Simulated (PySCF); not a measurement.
C6H7SSi (doublet state).
Structure used (GFN2-xTB), in Å, numbered top down from 1:
```xyz
15
C6H7SSi angstrom
Si     2.8592   -0.2885    0.1904
C      1.0536    0.0198    0.0900
C      0.5202    1.3153    0.2229
C     -0.8355    1.5351    0.1315
C     -1.7141    0.4850   -0.0983
C     -1.2014   -0.8009   -0.2361
S     -2.2682   -2.1879   -0.5320
C      0.1561   -1.0341   -0.1446
H      3.3673   -1.6429    0.1478
H      3.7561    0.7966    0.5296
H      1.1875    2.1465    0.4017
H     -1.2295    2.5358    0.2377
H     -2.7768    0.6650   -0.1699
H     -3.4041   -1.4927   -0.5401
H      0.5252   -2.0441   -0.2525
```

The hyperfine couplings belong to this conformer and change with its torsions.

Identity: `[SiH2]c1cccc(S)c1` [radical].

Method used: UKS B3LYP, pcH-1 on C H S Si, non-relativistic, mean-field spin-orbit, GIAO in PySCF 2.14.0. Isolated species at its GFN2-xTB geometry (one conformer only). Couplings are sensitive to structure, and on GFN2-xTB geometries they can be far from those on DFT ones, by a factor of two or more for some ions and for spin on atoms past the first row. No stability test was run, so a lower SCF solution isn't excluded.

Principal values of hyperfine tensors in MHz (contact, dipolar and spin–orbit terms together), for some of the nuclei:

```
atom  isotope      A1      A2      A3
  H9       1H  -57.22  -40.82  -37.79
 H10       1H  -57.21  -40.82  -37.77
  C2      13C  -34.21  -20.57  -19.24
  C5      13C    1.43    2.44   33.03
  C8      13C    2.33    3.03   31.27
  C6      13C  -20.12   -8.66   -7.83
  C3      13C    2.44    3.06   30.39
  C4      13C  -18.66   -7.44   -6.53
```

Q: Split each tensor into its isotropic and traceless parts, and turn a_iso into mT with g = 2.0036.

A: a_iso = (A1 + A2 + A3)/3, Ti = Ai − a_iso; 1 mT corresponds to 28.042 MHz. The tensors hold a spin–orbit part: the run splits a_iso into a_FC + a_SO, and T includes its anisotropic share.

```
atom  a_iso (MHz)    a_FC   a_SO  a_iso (mT)      T1     T2     T3
  H9       -45.28  -45.30   0.02      -1.615  -11.94   4.46   7.49
 H10       -45.27  -45.29   0.02      -1.614  -11.94   4.45   7.50
  C2       -24.67  -24.69   0.01      -0.880   -9.53   4.10   5.43
  C5        12.30   12.32  -0.02       0.439  -10.87  -9.86  20.73
  C8        12.21   12.23  -0.02       0.435   -9.88  -9.18  19.06
  C6       -12.20  -12.19  -0.01      -0.435   -7.92   3.55   4.37
  C3        11.96   11.98  -0.02       0.427   -9.52  -8.90  18.42
  C4       -10.88  -10.89   0.01      -0.388   -7.79   3.44   4.35
```

Q: What spin density at the nucleus of C8 lies behind its contact coupling (g_N = 1.40482)?

A: a_FC = (2μ0/3) gₑ μB g_N μN ρ(0)/(2S·h) = 800.24 MHz × g_N × ρ(0)/(2S), with ρ in bohr⁻³. With a_FC = 12.23 MHz and 2S = 1, ρ(0) = 0.01088 bohr⁻³.

Q: Si1 (29Si, g_N = -1.11058) isn't in the table. Its spin density at the nucleus is 0.169 bohr⁻³. What is its contact coupling?

A: By the same relation, a_FC = -150.2 MHz. The spin–orbit term adds +1.16 MHz. Its full tensor has the principal values -328.33, -59.52, -59.19 MHz.

Q: Name the largest traceless tensor T of the table and describe it.

A: C5: -10.9, -9.9, 20.7 MHz, nearly axial, close to the ratio −1:−1:+2.

Q: In a single crystal, with the field along each principal axis of the tensor of C2 in turn, what first-order splitting does this nucleus give (isotropic g, quadrupole terms neglected)?

A: 2 lines (I = 1/2), spaced by |A_i|/(g × 13.996): 1.22, 0.73, 0.69 mT along the axes of A1, A2 and A3.
